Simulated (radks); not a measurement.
Minus the highest occupied eigenvalue as an estimate of the ionisation energy, Lu20+ to Lu39+. The LB94 potential has the -1/r tail that LDA and GGA lack but no energy functional. Method: Dirac Kohn-Sham, LB94 model potential, spin-unpolarised, spherical densities, finite nucleus; open shells fill j = l - 1/2 first; Fermi nuclear charge, rms radius 5.37 fm; computed with a radial shooting solver on a logarithmic mesh with Libxc functionals.

species      configuration   HOMO  -e(HOMO) (eV)  <r> (bohr)  IE, NIST (eV)    kind
Lu20+        [Kr] 4d10 4f5  4f5/2         533.52       0.513            560  theory
Lu21+        [Kr] 4d10 4f4  4f5/2         576.22       0.504            600  theory
Lu22+        [Kr] 4d10 4f3  4f5/2         620.12       0.494            630  theory
Lu23+        [Kr] 4d10 4f2  4f5/2         665.20       0.485            670  theory
Lu24+        [Kr] 4d10 4f1  4f5/2         711.45       0.477            713  theory
Lu25+            [Kr] 4d10  4d5/2         938.75       0.487            941  theory
Lu26+             [Kr] 4d9  4d5/2         985.10       0.482            985  theory
Lu27+             [Kr] 4d8  4d5/2         1032.1       0.478           1032  theory
Lu28+             [Kr] 4d7  4d5/2         1079.8       0.474           1081  theory
Lu29+             [Kr] 4d6  4d5/2         1128.1       0.469           1130  theory
Lu30+             [Kr] 4d5  4d5/2         1177.1       0.465           1178  theory
Lu31+             [Kr] 4d4  4d3/2         1241.6       0.454           1242  theory
Lu32+             [Kr] 4d3  4d3/2         1292.5       0.450           1292  theory
Lu33+             [Kr] 4d2  4d3/2         1344.1       0.446           1345  theory
Lu34+             [Kr] 4d1  4d3/2         1396.2       0.442           1395  theory
Lu35+                 [Kr]  4p3/2         1593.6       0.449           1591  theory
Lu36+    [Ar] 3d10 4s2 4p5  4p3/2         1645.9       0.446           1641  theory
Lu37+    [Ar] 3d10 4s2 4p4  4p3/2         1698.7       0.443           1696  theory
Lu38+    [Ar] 3d10 4s2 4p3  4p3/2         1752.0       0.440           1747  theory
Lu39+    [Ar] 3d10 4s2 4p2  4p1/2         1886.8       0.417           1875  theory

Reference values: NIST Atomic Spectra Database (exp. = measured, semi-emp. = semi-empirical, theory = theoretical value adopted there). Spin polarisation and multiplet splitting are left out.

Beside tabulated values, note that spin-unpolarised runs miss the spin-polarisation part of the exchange energy of open shells.
